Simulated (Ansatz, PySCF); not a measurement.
Molecule: sum formula AlOBr, charge -1, multiplicity 2. 
Structure (B3LYP-D3(BJ)/def2-TZVP (Ansatz, a program for electronic structure) minimum search):
```xyz
3

Al     0.9467    -0.7610    -0.7292
O      2.1301     0.0215    -1.5477
Br    -0.8385     0.2778     0.6246
```
Charge -1, spin multiplicity 2.

Total electronic energies in hartree. Correlated levels leave the core frozen unless marked. Open shells are spin-unrestricted. No spin-orbit coupling. The frozen core is the preceding noble-gas configuration, with the filled d and f shells of earlier blocks. No relativistic terms. CBS(X,Y): correlation extrapolated as X^-3; Hartree-Fock from the larger set. [CCSD(T)-MP2]/basis is that difference in the basis named. The program attaches cautions to a run behind CCSD/STO-3G: large difference.

```json
[
 {"level": "HF-D3(BJ)/def2-TZVPD", "program": "PySCF + dftd3", "energy (Eh)": "-2889.35156"},
 {"level": "RI-HF/def2-TZVPP", "program": "Ansatz", "energy (Eh)": "-2889.32770"},
 {"level": "BP86-D3(BJ)/def2-TZVPD", "program": "PySCF + dftd3", "energy (Eh)": "-2892.27622"},
 {"level": "BP86-D4/def2-TZVPD", "program": "PySCF + dftd4", "energy (Eh)": "-2892.27576"},
 {"level": "PBE0/def2-QZVPP", "program": "Ansatz", "energy (Eh)": "?"},
 {"level": "LC-wPBE/def2-TZVPD", "program": "Ansatz", "energy (Eh)": "-2891.47491"},
 {"level": "B2PLYP-D4/def2-TZVPD", "program": "Ansatz + dftd4", "energy (Eh)": "?"},
 {"level": "CCSD/STO-3G", "program": "Ansatz", "energy (Eh)": "-2857.44480"},
 {"level": "RI-MP2/CBS(def2-TZVPPD,def2-QZVPPD)+[CCSD(T)-MP2]/def2-TZVPPD", "program": "Ansatz", "energy (Eh)": "-2889.9779"}
]
```

Problem. What belongs in the gaps?

Solution. 
- PBE0/def2-QZVPP, energy (Eh): -2891.53594
- B2PLYP-D4/def2-TZVPD, energy (Eh): -2891.39513
